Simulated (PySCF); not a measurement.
**How methods differ on the ionisation energy of F²⁺**

F²⁺ [He] 2s2 2p3 (4S) → F³⁺ [He] 2s2 2p2 (3P), as a difference of total energies. All numbers are calculated (PySCF 2.14, the non-relativistic Hamiltonian (point nucleus), in aug-cc-pVTZ with one added diffuse shell each of s, p, d, f type (6s5p4d3f, 62 functions)). Correlated levels: valence: 1s2 frozen. The calculations carry no spin-orbit coupling.

| method | ionisation energy (eV) |
| --- | --- |
| UHF | 62.243 |
| LDA | 63.156 |
| r2SCAN | 63.157 |
| HSE06 | 62.904 |
| M06 | 63.237 |
| B2PLYP | 62.772 |
| CAM-B3LYP | 62.921 |
| MP2 (valence) | 62.826 |
| SCS-MP2 (valence) | 62.566 |

Problem. Estimate what PBE0 gives.

Solution. 62.913 eV, closest to CAM-B3LYP among the rows shown.

Problem. Estimate what PBE gives.

Solution. 62.833 eV, closest to MP2 (valence) among the rows shown.

A first-order spin-orbit estimate (lowest level to lowest level, LS coupling) adds -0.054 eV.

Errors of the correlated levels include the incompleteness of this basis and the frozen core.

For comparison: 62.708 eV (semi-empirical (NIST evaluation); NIST Atomic Spectra Database, ionization energies).
